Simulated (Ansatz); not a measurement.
Relaxation of GeH7NO (10 atoms, charge 0, multiplicity 1), to a largest force component of 0.03 eV/Å in at most 50 steps.

The calculation used RKS revPBE/def2-SVP (Ansatz).

```xyz
10
Properties=species:S:1:pos:R:3:forces:R:3
Ge -0.371 0.049 -1.085 0.10 -0.20 -0.01
O 0.088 1.491 1.695 -0.09 0.22 0.16
H -0.620 -0.626 -2.480 0.00 0.01 0.00
H -1.748 0.260 -0.408 0.00 0.00 0.01
H 0.423 1.357 -1.297 0.00 -0.01 0.00
H 0.598 0.665 1.587 0.10 -0.32 -0.16
N 0.651 -1.074 0.062 -0.11 0.28 0.02
H -0.743 1.154 2.079 0.01 0.01 -0.01
H 0.168 -1.969 0.218 0.02 0.00 -0.01
H 1.556 -1.308 -0.371 -0.03 0.00 0.01
```

Task: Where does it end, and by what steps?

Result: The run converged. The force dipped under the threshold on the way, but the program's further checks kept it going. After 8 steps the energy has fallen by 0.069 eV; H6 moved furthest, 0.25 Å.

| step | energy less start (eV) | largest force component (eV/Å) | accepted |
| --- | --- | --- | --- |
| 0 | 0.0000 | 0.321 | yes |
| 1 | 0.0582 | 2.349 | no |
| 2 | -0.0239 | 0.643 | yes |
| 3 | -0.0463 | 0.452 | yes |
| 4 | -0.0634 | 0.258 | yes |
| 5 | -0.0682 | 0.078 | yes |
| 6 | -0.0673 | 0.168 | no |
| 7 | -0.0691 | 0.013 | yes |
| 8 | -0.0692 | 0.025 | yes |

```xyz
10
Properties=species:S:1:pos:R:3
Ge -0.402 0.041 -1.187
O 0.237 1.350 1.836
H -0.576 -0.749 -2.525
H -1.800 0.296 -0.571
H 0.377 1.348 -1.452
H 0.496 0.473 1.454
N 0.581 -0.932 0.105
H -0.614 1.136 2.261
H 0.158 -1.850 0.293
H 1.542 -1.114 -0.214
```

Run time: 12 s on 2 threads of Intel(R) Xeon(R) CPU @ 2.60GHz (Ice Lake) (shared host), peak memory 0.15 GiB.
